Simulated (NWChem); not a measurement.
Species: InCl2 cation; SMILES [Cl][In+][Cl]

```xyz
3

In     0.0000     0.0000     0.0000
Cl     0.0000     0.0000     2.2451
Cl     0.0000     0.0000    -2.2451
```
Atoms are numbered in this order, from 1.

Level: PBE0/def2-SVP with def2 effective core potentials on In (NWChem), optimised geometry, unscaled harmonic frequencies. def2 effective core potentials on In; no spin-orbit coupling.

Question: List the harmonic frequencies with IR intensities, and the thermochemistry.

Answer: 
| frequency (cm⁻¹) | IR intensity (km/mol) |
|---|---|
| 86 | 7.9 |
| 86 | 7.9 |
| 373 | 0.0 |
| 489 | 32.3 |

| Property | Result |
|---|---|
| zero-point energy | 1.5 kcal/mol |
| thermal correction to the enthalpy at 298.15 K (with zero-point energy) | 4.9 kcal/mol |
| heat capacity Cv | 11.7 cal/(mol K) |
| entropy at 298.15 K and 1 atm (symmetry number 2) | 68.0 cal/(mol K) |

Rigid rotor and harmonic oscillator; modes under 100 cm⁻¹ make the entropy uncertain.
